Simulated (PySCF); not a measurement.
Se(Me)(OMe) (C₂H₆OSe), SMILES C[Se]OC. Atoms are numbered in the order given.

```xyz
10

Se    -0.3126    -0.1793     0.5929
C     -1.1816     1.3789    -0.2061
H     -2.1319     1.5180     0.3320
H     -1.3895     1.2167    -1.2725
H     -0.5452     2.2626    -0.0649
O      1.2686    -0.0661    -0.3189
C      1.2834    -0.6846    -1.5905
H      0.5774    -0.2127    -2.2999
H      2.3052    -0.5596    -1.9848
H      1.0523    -1.7641    -1.5393
```
Charge 0, spin multiplicity 1.

Geometry optimised at B3LYP-D3(BJ)/def2-SVP. The values are those of a single conformer.

Two levels are set side by side: PBE/pcSseg-1 (PySCF) and HF/pcSseg-1 (PySCF). GIAO shifts against H2O (¹⁷O), Me2Se (⁷⁷Se), TMS (¹H), TMS (¹³C) at the same level; non-relativistic, no solvent, atoms listed together averaged. Differences are taken from unrounded values.

```
quantity                 PBE
--------------------  ------
δ(⁷⁷Se) of Se1 (ppm)  1420.6
δ(¹³C) of C2 (ppm)      26.4
δ(¹⁷O) of O6 (ppm)      28.0
δ(¹³C) of C7 (ppm)      69.1
```

These are the PBE values. What does HF give? (An estimate is asked for; the answer gives what the named calculation found.)


```
quantity                  HF  PBE minus HF
--------------------  ------  ------------
δ(⁷⁷Se) of Se1 (ppm)  1273.5         147.1
δ(¹³C) of C2 (ppm)      21.6           4.8
δ(¹⁷O) of O6 (ppm)     -54.9          82.9
δ(¹³C) of C7 (ppm)      60.7           8.4
```

Rough cost on one machine, each run with all the roots and properties that it gave: HF against PBE within a factor of 2.
